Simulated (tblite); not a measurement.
Species: C₆H₁₀F₂.
Atom-mapped SMILES: `[CH3:1][C@H:2]([F:3])/[CH:4]=[CH:5]/[C@@H:6]([CH3:7])[F:8]` (hydrogens: H9, H10, H11 on C1; H12 on C2; H13 on C4; H14 on C5; H15 on C6; H16, H17, H18 on C7)

The geometry is computed with GFN2-xTB (gas phase).

(1) Give the optimised bond lengths and angles.

## Answers

(1) 
```csv
bond,length (Å),order
"C1–C2, C6–C7",1.525,single
"C2–F3, C6–F8",1.384,single
"C2–C4, C5–C6",1.498,single
C4=C5,1.321,double
C1–H9 and 5 like bonds,1.087,single
"C2–H12, C6–H15",1.100,single
"C4–H13, C5–H14",1.080,single
```

Bonds in one row agree within 0.01 Å and their mean is given. Orders are formal, as drawn. A selection of angles:
```csv
angle,degrees
C1–C2–F3,108.7
C1–C2–C4,111.7
F3–C2–C4,110.5
C2–C4–C5,124.6
```

Torsions: C1–C2–C4–C5 115° (anticlinal); C2–C4–C5–C6 180° (antiperiplanar); C4–C5–C6–C7 -115° (anticlinal).

Of the pairs four or more bonds apart, F8···H13 is among the closest relative to their van der Waals radii: 2.42 Å, 91 % of the sum of Bondi's values. The C–C distances run from 1.321 Å (C4=C5, drawn double) to 1.526 Å (C1–C2, drawn single), a spread of 0.205 Å.

Point group: Ci (tolerance 0.08 Å). Its GFN2-xTB frequencies are all real (lowest 34 cm⁻¹). The numbers are those of one conformer.
